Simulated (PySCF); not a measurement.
Cl3H3HfOSi, SMILES [O]([SiH3])[Hf]([Cl])([Cl])[Cl] (connectivity only; charge and spin as stated), charge -1, multiplicity 2.

Coordinates come from a PBE0-D3(BJ)/def2-SVPD optimisation. The geometry has at least one imaginary mode, so it is a saddle point at that level. The spin state was assumed, not searched. The isomer is the one that the SMILES or the coordinates give; other isomers of the formula were not compared. The def2 effective core potentials stand for the cores of Hf; spin–orbit coupling is left out. One conformer was computed; it need not be the lowest.

Method: CAM-B3LYP/def2-SVPD (PySCF).

Isolated molecule, no solvent.

total energy: -1794.95231 hartree
α spin, highest occupied and lowest empty level: -1.90 and 3.88 eV
β spin, highest occupied and lowest empty level: -5.76 and 3.09 eV
dipole moment about the centre of nuclear charge: 2.75 D
mean static polarisability: 133.4 bohr³ (19.77 Å³)
polarisability, principal values: 127.3, 133.0, 139.9 bohr³
⟨S²⟩: 0.751 (pure state 0.75)
